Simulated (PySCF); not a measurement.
**Spinor energies of Se⁴⁺ (selenium, charge +4)**

Start: [Ar] 3d10 4s2. Calculated with PySCF 2.14 in x2c-TZVPPall-2c with one added diffuse shell each of s, p, d type (7s8p5d1f, 63 functions): generalised Hartree-Fock with the X2C-1e Hamiltonian and a Gaussian nucleus; spin-orbit coupling (SO) screened by Boettger's factors.

| spinor shell | electrons | ε, screened SO (eV) | weight of nominal j (screened SO) | rms radius, screened SO (bohr) |
| --- | --- | --- | --- | --- |
| 1s1/2 | 2 | -12790.1 | 1.000 | 0.0508 |
| 2s1/2 | 2 | -1748.4 | 1.000 | 0.212 |
| 2p1/2 | 2 | -1567.7 | 1.000 | 0.187 |
| 2p3/2 | 4 | -1525.3 | 1.000 | 0.190 |
| 3s1/2 | 2 | -302.13 | 1.000 | 0.611 |
| 3p1/2 | 2 | -238.31 | 1.000 | 0.628 |
| 3d3/2 | 4 | -122.42 | 1.000 | 0.685 |
| 3d5/2 | 6 | -121.48 | 1.000 | 0.689 |
| 4s1/2 | 2 | -65.797 | 1.000 | 1.72 |

Problem. Where does 3p3/2 lie, and what is the 3p spin-orbit splitting (screened SO)?

Solution. At -232.01 eV, 6.305 eV above 3p1/2.

| quantity | screened SO |
| --- | --- |
| E (hartree) | -2424.36200 |
| M_J | 0 |
| ⟨J²⟩ | 0.000 |
| ⟨L²⟩ | 0.002 |
| ⟨S²⟩ | 0.002 |
